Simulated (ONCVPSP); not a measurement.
## u(r) = r·R(r): atom against pseudo-atom (Fe (Z = 26))

Columns: radius, all-electron u(r) and pseudo u(r) of the 3s shell (level -91.06 eV) of iron in the configuration [Ne] 3s2 3p6 3d6.5 4s1.5; LDA (Perdew-Zunger), scalar-relativistic, ONCV scheme, ONCVPSP 4.0.1.

```
r (bohr)  all-electron  pseudo
   0.090       -0.1495  0.1095
   0.180       -0.6577  0.2488
   0.270       -0.3626  0.4290
   0.360        0.2069  0.6390
   0.450        0.7119  0.8534
   0.540        1.0426  1.0400
   0.630        1.2031  1.1664
   0.720        1.2344  1.2105
   0.810        1.1815  1.1738
   0.900        1.0815  1.0803
   0.990        0.9600  0.9598
   1.080        0.8336  0.8335
   1.170        0.7122  0.7121
   1.260        0.6011  0.6010
   1.350        0.5024  0.5024
   1.440        0.4169  0.4168
   1.530        0.3438  0.3437
   1.620        0.2821  0.2820
   1.710        0.2305  0.2305
   1.800        0.1878  0.1877
   1.890        0.1525  0.1525
   1.980        0.1236  0.1235
   2.070        0.0999  0.0999
   2.160        0.0807  0.0806
   2.250        0.0650  0.0650
   2.340        0.0523  0.0523
```

(1) How many radial nodes do the two functions have?

(2) At about which radius was the pseudo-wave matched?

(3) Where does each function peak?

(4) Is the pseudo-wave norm-conserving?

Results:

(1) The all-electron 3s function has n − l − 1 = 2 (the table is too coarse to show those close to the nucleus); the pseudo-wave has 0, since the states of the same l below it are removed with the core.

(2) 1.10 bohr. The columns agree to 0.0005 from 0.99 bohr on; several derivatives are matched, so the curves merge somewhat inside the radius.

(3) Outermost all-electron maximum near 0.72 bohr, pseudo maximum near 0.72 bohr (to the table’s step).

(4) Yes: the ONCV scheme keeps the norm inside the radius equal to the all-electron one, which fixes the energy derivative of the logarithmic derivative at the level.
